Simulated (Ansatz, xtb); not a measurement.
# C2H9NOSi2: 4 structures ranked

4 gas-phase structures of C2H9NOSi2, from a drawn sample of its isomers (lower ones may exist). Each was relaxed with GFN2-xTB; where two conformers were screened, the lower at r2SCAN-D4/def2-SVP is listed:

A. `C[Si@@H](C=O)N[SiH3]`, a singlet
B. `CN([SiH3])[SiH2]C=O`, a singlet
C. `C[SiH2]N[SiH2]C=O`, a singlet
D. `C[SiH2]N([SiH3])C=O`, a singlet

Task: Make a reasoned guess at their ranking by r2SCAN-D4/def2-SVP single-point energy.

Result: Calculated order at r2SCAN-D4/def2-SVP: D (0.000), C (0.737), A (0.744), B (1.689) eV. Less than 1 kcal/mol parts C and A, so the order within that pair means little.

Energies above the lowest of each column, in eV; the last columns are at B3LYP/def2-SVP geometries and were run for some of them only (a dash: not run or not comparable):

```tsv
structure	GFN2-xTB	HF/STO-3G	r2SCAN-D4/def2-SVP	B3LYP/def2-SVP	CCSD(T)/def2-SVP + ΔMP2/def2-TZVPP
D	0.000	0.000	0.000	0.000	0.000
C	1.594	0.428	0.737	0.703	0.574
A	1.575	0.476	0.744	0.723	0.586
B	1.512	1.065	1.689	–	–
```

Every level run on D puts it lowest or level with the lowest. Flexible structures stand in one conformer each, not always the lowest. Frequencies (GFN2-xTB) were run for A, C, D alone. The ΔMP2 step shifts differences by up to 0.165 eV, which makes them less sure. ΔMP2 is the change of the MP2 energy from the smaller to the larger basis.

Over these structures GFN2-xTB departs from r2SCAN-D4/def2-SVP by 0.466 eV on average once a common shift is removed. A GFN2-xTB relaxation took about 0.24 s and the r2SCAN-D4/def2-SVP energy about 1.7 s on a shared host (Ansatz 0.2.0, xtb 6.7.1).
